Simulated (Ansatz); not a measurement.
SiMo₂: single points at one geometry.

```yaml
crystal:
  periodic: [false, false, false]
  atoms:
    - {symbol: Mo, position_ang: [0.255882, -0.368974, -1.152287]}
    - {symbol: Mo, position_ang: [-1.187664, -0.252123, 0.235109]}
    - {symbol: Si, position_ang: [0.931782, 0.621106, 0.917178]}
basis:
  gaussian: {orbitals: def2-TZVP, initial_orbitals: start.molden}
hamiltonian: {xc: {name: LC-wPBE}}
scf: {omitted_lower_state_checks: [starts]}
output: {orbitals: {seedname: orbitals}}
```

The file start.molden holds the orbitals of an earlier run on this structure, at another level or in another basis.

```sh
$ ansatz run in.yaml --threads 4 --pin off --events-out ev --progress --plain --max-ram 3916MiB
```

Output, abridged:

```
Functional definition: LC-wPBE
868 factors; their error is unknown
322 factors; integrals over basis functions are off by at most 3.1e-5 eV
mean field evaluation 1: about -11581.7655 eV, gradient 7.5e0 eV
mean field evaluation 2: about -11581.9496 eV, gradient 3.2e-1 eV
mean field evaluation 4: about -11581.9395 eV, gradient 1.0e-1 eV
mean field evaluation 8: about -11581.9395 eV, gradient 9.4e-4 eV
mean field -11581.93950351 eV, -425.6284262333 hartree, gradient 4.7e-5 eV, S^2 0.000000; 0 other end points of the search recorded, 0 dependent functions left out
reference -11581.93950351 eV, -425.6284262334 hartree; 21, 21 occupied and 96, 96 virtual orbitals, 868 factors
Total energy: -11581.93950351 eV, -425.6284262334 hartree
Checks for a lower state left out: starts
```

It took 3.6 s on 4 threads of Arm Neoverse V1 on a shared host.

As the first input, with `hamiltonian: {xc: r2scan, dispersion: d4}` (abridged; 2.6 s):

```
Functional definition: r2SCAN
mean field -11588.35863722 eV, -425.8643250463 hartree, gradient 1.6e-5 eV, S^2 0.000000
Total energy: -11588.38291742 eV, -425.8652173270 hartree
Checks for a lower state left out: starts
```

As the first input, with `gaussian: {orbitals: def2-TZVPP, initial_orbitals: start.molden}`, `correlation: {method: ccsd_t}` and without the key `hamiltonian` (abridged; 75 s):

```
Functional definition: HF
mean field evaluation 16: about -11530.9285 eV, gradient 2.2e-3 eV
mean field evaluation 32: about -11531.0025 eV, gradient 2.9e-6 eV
mean field evaluation 64: about -11527.0271 eV, gradient 5.5e0 eV
mean field evaluation 96: about -11527.6874 eV, gradient 4.1e0 eV
mean field evaluation 128: about -11522.9285 eV, gradient 4.0e1 eV
mean field evaluation 160: about -11526.4067 eV, gradient 1.8e0 eV
mean field -11531.00254715 eV, -423.7565276133 hartree, gradient 1.2e-6 eV, S^2 0.000000; 1 other end points of the search recorded, 0 dependent functions left out; unrestricted orbitals would lower it
mean field evaluation 192: about -11532.0853 eV, gradient 5.3e0 eV
mean field evaluation 224: about -11530.5215 eV, gradient 5.2e-1 eV
mean field evaluation 256: about -11530.3764 eV, gradient 2.6e0 eV
mean field evaluation 288: about -11534.2938 eV, gradient 7.4e-1 eV
mean field evaluation 320: about -11532.6414 eV, gradient 1.3e-3 eV
mean field evaluation 352: about -11532.6413 eV, gradient 2.0e-2 eV
determinant -11531.00254715 eV, -423.7565276133 hartree, with singles and doubles -11563.21260066 eV, -424.9402252472 hartree
determinant -11530.53663801 eV, -423.7394057686 hartree, with singles and doubles -11563.25280128 eV, -424.9417025927 hartree
determinant -11528.29424452 eV, -423.6569993275 hartree, with singles and doubles -11559.49098699 eV, -424.8034584674 hartree
determinant -11531.00254715 eV, -423.7565276133 hartree, with singles and doubles -11563.67416977 eV, -424.9571875991 hartree
determinant -11530.53663801 eV, -423.7394057686 hartree, with singles and doubles -11563.43542214 eV, -424.9484137857 hartree
mean field evaluation 384: about -11529.8275 eV, gradient 2.7e0 eV
unrestricted determinant -11534.31686727 eV, -423.8783266314 hartree, S^2 3.9004
5 core orbitals not correlated: weight in the atoms' cores, before any rotation towards them, 1.000 or more for the frozen orbitals, at most 0.000 for the correlated occupied ones
second order -42.04650284 eV of doubles, -0.00000000 eV of singles
cycle   1  -32.89874679 eV  change    3.7e-5 eV  update   5.0e-6
perturbative correction -3.06905623 eV, -0.1127857361 hartree
Total energy: -11566.50444103 eV, -425.0611981495 hartree
Checks for a lower state left out: starts
```

Geometry: r2SCAN-D4/def2-TZVP.

In the def2 sets Mo takes a core potential; there is no spin–orbit coupling. LC-ωPBE has ω = 0.4 bohr⁻¹. Correlated methods freeze 5 core orbitals; core or outer-core shells of Mo are correlated, in sets that lack core-valence functions. The restricted singlet is unstable towards broken spin symmetry at other levels; at LC-ωPBE/def2-TZVP, CCSD(T)/def2-TZVPP this wasn't settled. At r2SCAN-D4/def2-TZVP the restricted singlet is unstable: a solution with broken spin symmetry lies lower. At CCSD(T)/def2-TZVPP T1 of the charge 0 singlet is large (up to 0.057), so the single-reference result is doubtful. At CCSD(T)/def2-TZVPP the stability test found the charge 0 singlet unstable. The geometry of the singlet was relaxed on an unsound state (restricted singlet, unstable towards broken spin symmetry). The structure comes from a short search, and lower isomers may exist.
